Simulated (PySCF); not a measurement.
**Telling isomers of C₆H₁₁O₂PSi apart by NMR**

All values are calculated (PySCF 2.14): shieldings: GIAO PBE0/pcSseg-1, GFN2-xTB structure. One computed conformer, no relativistic terms, isolated molecule, averaged over atoms made equivalent by symmetry, fast rotation or ring inversion.

Scale: TMS for ¹H (σref 31.72), ¹³C (σref 186.93) (reference shieldings calculated alike). Splittings of carbon signals by F and P are missing where no couplings were computed. Where no couplings were computed, multiplicities follow the n + 1 count of equivalent neighbours, and m marks all less simple cases (inequivalent or close neighbours, rings, F or P nearby). Shifts are as computed. Against solution values, carbons near 30 ppm lie about +3 ppm off and those near 130 ppm about +5 ppm. Of 1211 compounds with measured shifts, 218 miss one by over three times the rms of a fit or turn the order of signals round; such compounds aren't used in these exercises.

(1) Tabulate the signals of `COC1=C(C)[P@@H](=O)C=C1[SiH3]`, `COC1=C(C)C=C([SiH3])[P@H]1=O` and their relative energies.

(2) What is the quickest way to tell COC1=C(C)[P@@H](=O)C=C1[SiH3] from COC1=C(C)C=C([SiH3])[P@H]1=O?

Answers

(1) 
```json
{"SMILES": "COC1=C(C)[P@@H](=O)C=C1[SiH3]", "carbon types": "3×C 1×CH 2×CH3", "δC": "166.6, 160.8, 146.9, 103.6, 58.3, 9.7", "δH": "7.47 (m, 1H), 6.79 (m, 1H), 4.25 (s, 3H), 4.13 (s, 3H), 2.34 (m, 3H)", "E rel. (kcal/mol)": "0.7"}
{"SMILES": "COC1=C(C)C=C([SiH3])[P@H]1=O", "carbon types": "3×C 1×CH 2×CH3", "δC": "171.0, 164.0, 126.6, 121.3, 62.9, 13.8", "δH": "7.67 (m, 1H), 7.12 (m, 1H), 4.40 (m, 3H), 4.38 (s, 3H), 1.88 (s, 3H)", "E rel. (kcal/mol)": "0.0"}
```

Energies are electronic energies at PBE0/pcSseg-1 on these geometries, without zero-point or thermal terms, each for the one conformer computed, which needn't be the lowest.

(2) Both give the same number of carbon signals, with the same numbers of each carbon type, so the positions decide. The first has a β carbon of an enol-ether or enamine type C=C (C) at 103.6 ppm, the second a β carbon of an enol-ether or enamine type C=C (C) at 126.6 ppm. Their most deshielded carbons lie at 166.6 and 171.0 ppm.
